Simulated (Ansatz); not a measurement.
CH5Si (SMILES C[SiH2]) moved off its minimum; all values from Ansatz (a quantum-chemistry and plane-wave program), cores frozen in correlated methods. Open shells are unrestricted.
(charge 0, multiplicity 2)
```xyz
7

C     -1.10225    -0.09154     0.15842
Si     0.60283     0.05608    -0.24862
H     -1.77462     0.59993    -0.44653
H     -1.48016    -1.17366    -0.20119
H     -1.44182     0.00462     1.21892
H      1.09583     1.37957     0.27383
H      1.48669    -0.93779     0.62802
```

```json
[
 {"level": "HF/def2-TZVPP", "largest force (eV/Å)": "6.06", "on atom": "C1", "rms difference from CCSD(T)/cc-pV(T+d)Z (eV/Å)": "0.209", "dipole (D)": "1.25"},
 {"level": "PBE/def2-TZVPP", "largest force (eV/Å)": "4.98", "on atom": "C1", "rms difference from CCSD(T)/cc-pV(T+d)Z (eV/Å)": "0.191", "dipole (D)": "1.32"},
 {"level": "r2SCAN/def2-TZVPP", "largest force (eV/Å)": "5.10", "on atom": "C1", "rms difference from CCSD(T)/cc-pV(T+d)Z (eV/Å)": "0.117", "dipole (D)": "1.33"},
 {"level": "B3LYP/def2-TZVPP", "largest force (eV/Å)": "5.25", "on atom": "C1", "rms difference from CCSD(T)/cc-pV(T+d)Z (eV/Å)": "0.070", "dipole (D)": "1.28"},
 {"level": "wB97M-V/def2-TZVPP", "largest force (eV/Å)": "5.28", "on atom": "C1", "rms difference from CCSD(T)/cc-pV(T+d)Z (eV/Å)": "0.069", "dipole (D)": "1.31"},
 {"level": "MP2/cc-pV(T+d)Z", "largest force (eV/Å)": "5.52", "on atom": "C1", "rms difference from CCSD(T)/cc-pV(T+d)Z (eV/Å)": "0.076", "dipole (D)": "1.26"},
 {"level": "CCSD(T)/cc-pV(T+d)Z", "largest force (eV/Å)": "5.44", "on atom": "C1", "rms difference from CCSD(T)/cc-pV(T+d)Z (eV/Å)": "0.000", "dipole (D)": "1.22"}
]
```

The differences count from one level among others, with limits of its own. Forces at CCSD(T)/cc-pV(T+d)Z (eV/Å):

```
atom      Fx      Fy      Fz
----  ------  ------  ------
C1    -4.997  -2.038  -0.667
Si2    3.612   0.007   1.297
H3     0.882  -0.617   0.671
H4     0.743   2.142   0.858
H5     0.580  -0.042  -0.659
H6    -0.008  -0.048  -0.476
H7    -0.811   0.596  -1.024
```
